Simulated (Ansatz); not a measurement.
`N[Si](N)(O)O[SiH3]` + H₂O → `N[Si](N)(O)O` + silanol  (formal hydrolysis of the Si–O bond)

Computed with Ansatz on PBE0-D4/def2-TZVP structures; ΔE is electronic, products minus reactants. CBS: MP2 limit from def2 TZ/QZ plus the TZ coupled-cluster correction, frozen cores. This one scheme is used for every species. Functionals use def2-TZVPP. B3LYP here is the variant with VWN-RPA as its local correlation; programs differ in this. One conformer a species, not always the lowest.

```csv
level,ΔE (kJ/mol),difference from CCSD(T)/CBS
r2SCAN-D4,20.0,-4.6
ωB97X-V,20.0,-4.6
PBE0,15.8,-8.8
B3LYP,14.6,-10.0
HF/def2-TZVPP,20.3,-4.3
CCSD/def2-TZVPP,22.9,-1.7
CCSD(T)/def2-TZVPP,23.4,-1.2
MP2/def2-QZVPP,23.8,-0.8
HF/CBS(def2),21.8,-2.8
CCSD/CBS(def2),24.2,-0.4
CCSD(T)/CBS,24.6,0
```

Largest T1 diagnostic among the species: 0.011.

The D4 term adds +9.0 kJ/mol with B3LYP and +5.5 kJ/mol with PBE0; it sums over pairs of atoms, weighted by their polarisabilities, and B3LYP, whose exchange is more repulsive, gets the larger term.
